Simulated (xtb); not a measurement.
xtb input for B(F)(OH)(NH2) (BFH3NO), SMILES NB(O)F, GFN2-xTB. 

```
$ xtb mol.xyz --gfn 2 --sp --chrg 0 --uhf 0 --json
$ cat mol.xyz
7

B     -0.01668310     0.01496084     0.00000000
F      1.27950901     0.39978954    -0.00000000
O     -0.98094869     0.95646432    -0.00000000
H     -0.64820576     1.85318230    -0.00000000
N     -0.30178341    -1.34668179    -0.00000000
H     -1.23822211    -1.70279411     0.00000000
H      0.41433567    -2.04824023     0.00000000
```

Log of the run:

```
[banner left out]
          |                Calculation Setup                |
           -------------------------------------------------



           -------------------------------------------------
          |                 G F N 2 - x T B                 |
           -------------------------------------------------

        Reference                      10.1021/acs.jctc.8b01176
      * Hamiltonian:
        H0-scaling (s, p, d)           1.850000    2.230000    2.230000
        zeta-weighting                 0.500000
      * Dispersion:
        s8                             2.700000
        a1                             0.520000
        a2                             5.000000
        s9                             5.000000
      * Repulsion:
        kExp                           1.500000    1.000000
        rExp                           1.000000
      * Coulomb:
        alpha                          2.000000
        third order                    shell-resolved
        anisotropic                    true
        a3                             3.000000
        a5                             4.000000
        cn-shift                       1.200000
        cn-exp                         4.000000
        max-rad                        5.000000


          ...................................................
          :                      SETUP                      :
          :.................................................:
          :  # basis functions                  19          :
          :  # atomic orbitals                  19          :
          :  # shells                           11          :
          :  # electrons                        24          :
          :  max. iterations                   250          :
          :  Hamiltonian                  GFN2-xTB          :
          :  restarted?                      false          :
          :  GBSA solvation                  false          :
          :  PC potential                    false          :
          :  electronic temp.          300.0000000     K    :
          :  accuracy                    1.0000000          :
          :  -> integral cutoff          0.2500000E+02      :
          :  -> integral neglect         0.1000000E-07      :
          :  -> SCF convergence          0.1000000E-05 Eh   :
          :  -> wf. convergence          0.1000000E-03 e    :
          :  Broyden damping             0.4000000          :
          :  net charge                          0          :
          :  unpaired electrons                  0          :
          ...................................................

 iter      E             dE          RMSdq      gap      omega  full diag
   1    -14.6059170 -0.146059E+02  0.781E+00    8.05       0.0  T
   2    -14.6989824 -0.930654E-01  0.478E+00    6.74       1.0  T
   3    -14.7014990 -0.251662E-02  0.178E+00    8.02       1.0  T
   4    -14.7081922 -0.669323E-02  0.530E-01    7.49       1.0  T
   5    -14.7090619 -0.869663E-03  0.279E-01    7.66       1.0  T
   6    -14.7092249 -0.163060E-03  0.846E-02    7.57       1.0  T
   7    -14.7092625 -0.375459E-04  0.224E-02    7.59       1.7  T
   8    -14.7092653 -0.280082E-05  0.537E-03    7.58       7.0  T
   9    -14.7092653  0.186991E-07  0.310E-03    7.59      12.2  T
  10    -14.7092653 -0.555818E-07  0.707E-04    7.58      53.4  T
  11    -14.7092653 -0.376079E-08  0.327E-04    7.58     115.5  T

   *** convergence criteria satisfied after 11 iterations ***

         #    Occupation            Energy/Eh            Energy/eV
      -------------------------------------------------------------
         1        2.0000           -0.7834284             -21.3182
       ...           ...                  ...                  ...
         6        2.0000           -0.5269836             -14.3400
         7        2.0000           -0.5139999             -13.9866
         8        2.0000           -0.5122722             -13.9396
         9        2.0000           -0.4796090             -13.0508
        10        2.0000           -0.4692362             -12.7686
        11        2.0000           -0.4626428             -12.5892
        12        2.0000           -0.4116250             -11.2009 (HOMO)
        13                         -0.1329452              -3.6176 (LUMO)
        14                          0.0308130               0.8385
        15                          0.1301473               3.5415
        16                          0.2091404               5.6910
        17                          0.3431815               9.3384
       ...                                ...                  ...
        19                          0.5630756              15.3221
      -------------------------------------------------------------
                  HL-Gap            0.2786797 Eh            7.5833 eV
             Fermi-level           -0.2722851 Eh           -7.4093 eV

 SCC (total)                   0 d,  0 h,  0 min,  0.006 sec
 SCC setup                      ...        0 min,  0.000 sec (  3.506%)
 Dispersion                     ...        0 min,  0.000 sec (  1.250%)
 classical contributions        ...        0 min,  0.000 sec (  0.475%)
 integral evaluation            ...        0 min,  0.001 sec ( 12.535%)
 iterations                     ...        0 min,  0.003 sec ( 54.287%)
 molecular gradient             ...        0 min,  0.001 sec ( 23.499%)
 printout                       ...        0 min,  0.000 sec (  4.049%)

         :::::::::::::::::::::::::::::::::::::::::::::::::::::
         ::                     SUMMARY                     ::
         :::::::::::::::::::::::::::::::::::::::::::::::::::::
         :: total energy             -14.603396410389 Eh    ::
         :: gradient norm              0.000112793547 Eh/a0 ::
         :: HOMO-LUMO gap              7.583261953907 eV    ::
         ::.................................................::
         :: SCC energy               -14.709265089249 Eh    ::
         :: -> isotropic ES            0.082548670317 Eh    ::
         :: -> anisotropic ES          0.000311711869 Eh    ::
         :: -> anisotropic XC         -0.001923087572 Eh    ::
         :: -> dispersion             -0.002121890718 Eh    ::
         :: repulsion energy           0.105868678860 Eh    ::
         :: add. restraining           0.000000000000 Eh    ::
         :: total charge              -0.000000000000 e     ::
         :::::::::::::::::::::::::::::::::::::::::::::::::::::

           -------------------------------------------------
          |                Property Printout                |
           -------------------------------------------------

    * Orbital Energies and Occupations

         #    Occupation            Energy/Eh            Energy/eV
      -------------------------------------------------------------
         1        2.0000           -0.7834284             -21.3182
         2        2.0000           -0.6899089             -18.7734
         3        2.0000           -0.6157019             -16.7541
         4        2.0000           -0.5868151             -15.9681
         5        2.0000           -0.5411888             -14.7265
         6        2.0000           -0.5269836             -14.3400
         7        2.0000           -0.5139999             -13.9866
         8        2.0000           -0.5122722             -13.9396
         9        2.0000           -0.4796090             -13.0508
        10        2.0000           -0.4692362             -12.7686
        11        2.0000           -0.4626428             -12.5892
        12        2.0000           -0.4116250             -11.2009 (HOMO)
Note: The following floating-point exceptions are signalling: IEEE_UNDERFLOW_FLAG IEEE_DENORMAL
normal termination of xtb
        13                         -0.1329452              -3.6176 (LUMO)
        14                          0.0308130               0.8385
        15                          0.1301473               3.5415
        16                          0.2091404               5.6910
        17                          0.3431815               9.3384
        18                          0.5211708              14.1818
        19                          0.5630756              15.3221
      -------------------------------------------------------------
                  HL-Gap            0.2786797 Eh            7.5833 eV
             Fermi-level           -0.2722851 Eh           -7.4093 eV

     #   Z          covCN         q      C6AA      α(0)
     1   5 B        2.350     0.504    20.513     8.634
     2   9 F        0.722    -0.343    12.829     4.230
     3   8 O        1.594    -0.475    22.400     6.387
     4   1 H        0.806     0.317     0.671     1.287
     5   7 N        2.562    -0.366    29.469     8.062
     6   1 H        0.861     0.180     1.211     1.724
     7   1 H        0.861     0.182     1.202     1.718

 Mol. C6AA /au·bohr⁶  :        444.462718
 Mol. C8AA /au·bohr⁸  :       9920.199876
 Mol. α(0) /au        :         32.041677


Wiberg/Mayer (AO) data.
largest (>0.10) Wiberg bond orders for each atom

 ---------------------------------------------------------------------------
     #   Z sym  total        # sym  WBO       # sym  WBO       # sym  WBO
 ---------------------------------------------------------------------------
     1   5 B    3.383 --     5 N    1.274     3 O    1.156     2 F    0.941
     2   9 F    1.037 --     1 B    0.941
     3   8 O    2.144 --     1 B    1.156     4 H    0.881
     4   1 H    0.899 --     3 O    0.881
     5   7 N    3.296 --     1 B    1.274     6 H    0.957     7 H    0.955
     6   1 H    0.967 --     5 N    0.957
     7   1 H    0.967 --     5 N    0.955
 ---------------------------------------------------------------------------

Topologies differ in total number of bonds
Writing topology from bond orders to xtbtopo.mol

molecular dipole:
                 x           y           z       tot (Debye)
 q only:       -0.423      -0.346       0.000
   full:       -0.350      -0.288       0.000       1.152
molecular quadrupole (traceless):
                xx          xy          yy          xz          yz          zz
 q only:       -4.363      -0.180       5.456       0.000       0.000      -1.093
  q+dip:       -5.748       0.046       7.148      -0.000       0.000      -1.400
   full:       -5.906      -0.017       6.995      -0.000       0.000      -1.089


           -------------------------------------------------
          | TOTAL ENERGY              -14.603396410389 Eh   |
          | GRADIENT NORM               0.000112793547 Eh/α |
          | HOMO-LUMO GAP               7.583261953907 eV   |
           -------------------------------------------------

------------------------------------------------------------------------
------------------------------------------------------------------------
 total:
 SCF:
```

Self-consistency was reached.
